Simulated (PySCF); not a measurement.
Vertical excitations of a molecule CH7ClN2Si from TDA-LC-ωPBE/def2-SVPD in PySCF, as energy in eV (oscillator strength): 6.61 (0.025), 7.52 (0.011), 7.59 (0.055), 7.76 (0.069), 8.18 (0.037), 8.41 (0.014), 8.63 (0.098), 8.81 (0.081), 8.87 (0.019), 8.92 (0.001). Lowest triplet (TDA): 6.20 eV. The structure is a stationary point at B3LYP-D3(BJ)/def2-SVP. The values are those of a single conformer.

Question: Pick the molecule that these values belong to.
(A) CN[Si@H](N)Cl
(B) C[Si](N)(N)Cl
(C) NC[Si@@H](N)Cl

Answer: C, NC[Si@@H](N)Cl
